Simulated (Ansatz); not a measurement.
Basis-set extrapolation for CH₅FOSi₂, SMILES `FC1([SiH3])O[SiH2]1` (PBE0-D4/def2-TZVP geometry, frozen core, the Gaussian-basis code of Ansatz). Multiplicity 1, RHF reference.

```csv
,def2-TZVPP,def2-QZVPP
HF,-793.018146,-793.046243
MP2 correlation,-0.889730,-0.961993
CCSD(T) correlation,-0.964190,not run
```

Energies in hartree. Use E(X) = E(∞) + A·exp(−7.88·√X) for Hartree–Fock and E(X) = E(∞) + B·X^(−2.97) for correlation, with X = 3 and 4, and add CCSD(T) minus MP2 of the smaller set to the MP2 limit.

**Question.** What is the CCSD(T) energy at the basis-set limit?

**Answer.** HF limit: -793.046243 + (-0.028097) × 0.13774 = -793.05011. MP2 limit: -0.961993 + (-0.072263) × 0.74074 = -1.01552. Higher-order term: -0.964190 − (-0.889730) = -0.07446. Total: -794.14009 hartree, 99.0 kcal/mol below CCSD(T)/def2-TZVPP.
